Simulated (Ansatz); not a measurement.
Two isomers of CH8AlBGe: A = `[CH3][GeH2][BH][AlH2]`, B = `C[B]([AlH2])[GeH3]`.

Calculated with Ansatz (gas phase, PBE0-D4/def2-TZVP geometries, no zero-point term in ΔE). CCSD(T)/CBS is the MP2 limit (def2-TZVPP, def2-QZVPP) plus CCSD(T) − MP2 in def2-TZVPP, frozen cores. Functionals use def2-TZVPP. For Ge outer-core shells are correlated without core-valence functions, which leaves a few kJ/mol of doubt a bond. Scalar relativity is left out up to krypton. Each species was taken in one conformer, which may not be the lowest.

(1) Which is lower in electronic energy at CCSD(T)/CBS, and by how much? (An estimate is asked.)

(2) Give E(B) − E(A) in kJ/mol with PBE-D4, ωB97M-V, r2SCAN-D4, PBE0-D4, HF/def2-TZVPP, CCSD(T)/def2-TZVPP, B2PLYP. (An estimate is asked.)

Largest T1 diagnostic: 0.012.

## Answers

(1) Ansatz gave: B, by 13.9 kJ/mol.

(2) Ansatz gave: PBE-D4 -23.6, ωB97M-V -18.3, r2SCAN-D4 -21.0, PBE0-D4 -21.2, HF/def2-TZVPP -7.7, CCSD(T)/def2-TZVPP -12.3, B2PLYP -15.1. None reverses the order clearly.

In def2-TZVPP, CCSD(T) changes the Hartree–Fock value by −4.6 kJ/mol (the triples alone add −1.2 kJ/mol) and MP2 by −4.3 kJ/mol.
